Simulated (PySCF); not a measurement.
**One molecule, a ladder of functionals, a line**

Molecule: `C1[C@@H](F)[SiH2][C@@H]1F`, C3H6F2Si.

Structure with atom numbers: `[F:1][C@@H:2]1[CH2:3][C@@H:4]([F:5])[SiH2:6]1`. Each H is labelled by its parent atom.

GIAO shieldings (ppm, equivalent atoms averaged) in PySCF 2.14.0 with density-fitted response routines on the PBE0-D3(BJ)/def2-SVP geometry, basis pcSseg-1, gas phase, non-relativistic:

```csv
functional,exact exchange (%),σ(F1/F5),σ(C2/C4),σ(C3),σ(Si6)
BLYP,0,388.8,85.7,126.9,353.3
BP86,0,393.0,91.7,132.3,361.0
PBE,0,390.8,92.2,132.6,363.1
B3LYP,20,406.2,92.8,133.2,363.9
PBE0,25,411.3,100.4,139.8,376.0
mPW1PW91,25,411.8,99.5,139.0,374.0
HF,100,452.2,116.0,152.6,415.1
```

Q: Fit each shielding as a line in the percentage of exact exchange.

A: σ(F1/F5) = 392.9 + 0.61 x (rms 2.6 ppm); σ(C2/C4) = 90.5 + 0.26 x (rms 2.8 ppm); σ(C3) = 131.2 + 0.22 x (rms 2.5 ppm); σ(Si6) = 358.7 + 0.56 x (rms 3.8 ppm). The functionals also differ in their semilocal parts, which the line can't hold; Hartree–Fock has no correlation at all.

Q: What does the line predict for BHandHLYP (50 %), and what does the run give?

A: σ(F1/F5): 423.4 predicted, 426.4 computed; σ(C2/C4): 103.5 predicted, 101.7 computed; σ(C3): 142.2 predicted, 140.9 computed; σ(Si6): 386.7 predicted, 381.3 computed ppm.
